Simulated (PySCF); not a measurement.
A structure optimised at B3LYP-D3(BJ)/def2-TZVP, used in a PySCF frequency run:

```
Bi
H 1 1.7987
H 1 1.7987 2 89.54
Te 1 2.8837 2 93.14 3 93.12
H 4 1.6636 1 89.77 2 135.15
```
Charge 0, spin multiplicity 1.

Problem. Write its SMILES, formula and point group.

Solution. [TeH][BiH2], BiH3Te, Cs

Problem. What are its rotational constants (standard atomic weights)?

Solution. 54.725, 0.75637, 0.75325 GHz
